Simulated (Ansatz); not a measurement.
Two isomers of C2H7NSSi: A = `N=C([SiH3])CS`, B = `C[SiH2]NC=S`.

Calculated with Ansatz (gas phase, PBE0-D4/def2-TZVP geometries, no zero-point term in ΔE). CBS: MP2 limit from def2 TZ/QZ plus the TZ coupled-cluster correction, frozen cores. DFT in def2-TZVPP. B3LYP here is the variant with VWN-RPA as its local correlation; programs differ in this. Each species was taken in one conformer, which may not be the lowest.

**Question.** Which is lower in electronic energy at CCSD(T)/CBS, and by how much? (An estimate is asked.)

**Answer.** Computed: B, by 40.0 kcal/mol.

**Question.** Give E(B) − E(A) in kcal/mol with MP2/def2-TZVPP, CCSD(T)/def2-TZVPP, B3LYP, PBE0-D4, HF/def2-TZVPP, r2SCAN-D4, B3LYP-D4. (Estimate.)

**Answer.** The calculation gave: MP2/def2-TZVPP -42.0, CCSD(T)/def2-TZVPP -39.0, B3LYP -41.3, PBE0-D4 -41.3, HF/def2-TZVPP -39.8, r2SCAN-D4 -43.3, B3LYP-D4 -41.6. None reverses the order clearly.

Largest T1 diagnostic: 0.016.
